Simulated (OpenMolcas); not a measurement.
# B: effect of the active space

* Program: OpenMolcas 26.06
* Method: CASSCF or its RAS form
* Basis: ANO-RCC-VTZP
* Scalar Hamiltonian: DKH2, point nucleus
* Spin-orbit coupling: state interaction with AMFI integrals over the reference wave functions, term energies averaged over their components

A. 3 electrons in 4 orbitals (2s 2p); 2S+1 = 4 odd, 1 root (0 in the spin-orbit step); 2S+1 = 2 odd, 3 roots; 2S+1 = 4 even, 3 roots; 2S+1 = 2 even, 5 roots; cost about 13 core-seconds
B. 3 electrons in 8 orbitals (2s 2p 3s 3p); 2S+1 = 4 odd, 1 root (0 in the spin-orbit step); 2S+1 = 2 odd, 3 roots; 2S+1 = 4 even, 3 roots; 2S+1 = 2 even, 6 roots; cost roughly 21 core-seconds
C. 3 electrons in 9 orbitals (RAS2 2s 2p; RAS3 3d, at most 2 electrons); 2S+1 = 4 odd, 1 root (0 in the spin-orbit step); 2S+1 = 2 odd, 3 roots; 2S+1 = 4 even, 3 roots; 2S+1 = 2 even, 5 roots; cost about 26 core-seconds

Energies in cm⁻¹ above 2s² 2p ²P°_1/2, the measured ground level; measured values from NIST Handbook of Basic Atomic Spectroscopic Data.

```csv
Level,A,B,C,Measured
2s² 2p ²P°_1/2,0.0,0.0,0.0,0.0
2s² 2p ²P°_3/2,14.5,13.1,14.5,15.3
2s 2p² ⁴P_1/2,24117,25382,27373,28870
2s 2p² ⁴P_3/2,24122,25388,27378,28875
2s 2p² ⁴P_5/2,24131,25396,27387,28881
2s 2p² ²D_3/2,54848,53947,50929,47857
2s 2p² ²D_5/2,54848,53949,50929,47857
```

Deviations, from unrounded energies. A percentage is the sum of absolute deviations over the sum of measured energies, with the sign that they share, or ± where signs differ.

| Against measurement | Levels | A | B | C |
| --- | --- | --- | --- | --- |
| mean absolute deviation (cm-1) | 6 | 4700 | 3800 | 1800 |
| fine structure of the ground term (%) | 1 | -4.8 | -14.0 | -5.3 |
| other configurations (%) | 5 | ±15.5 | ±12.4 | ±5.8 |

C lies closest to measurement on these levels and A furthest from it. The largest miss of C in the table is 2s 2p² ²D_5/2, by +3100 cm-1. The ranking rests on the paired levels alone, and a cruder setting can come out closer through cancelling errors.

Among A to C the level of the table that moves most is 2s 2p² ²D_3/2, by 3900 cm-1 (lowest in C, highest in A).

Without dynamic correlation excited terms often stand tens of per cent too high (terms of higher spin than the ground term too low), and those without a measured partner can miss by more than the paired ones. Active for correlation alone: 3p 3s; no level in the range computed is led by a configuration that fills them, so any true level of that kind is missing (holds for B). Active for correlation alone: 3d; no level in the range computed is led by a configuration that fills it, so any true level of that kind is missing (holds for C). Measured partners are found by configuration, term and J. A level has none where our copy of the source lacks it or the pairing is in doubt (some pairs that miss far off the trend of their configuration count as doubtful), and it then counts in no deviation. Levels of configurations outside the active space are missing. Levels that lie high or do not pair safely by name in every column are left out.

° marks odd parity.
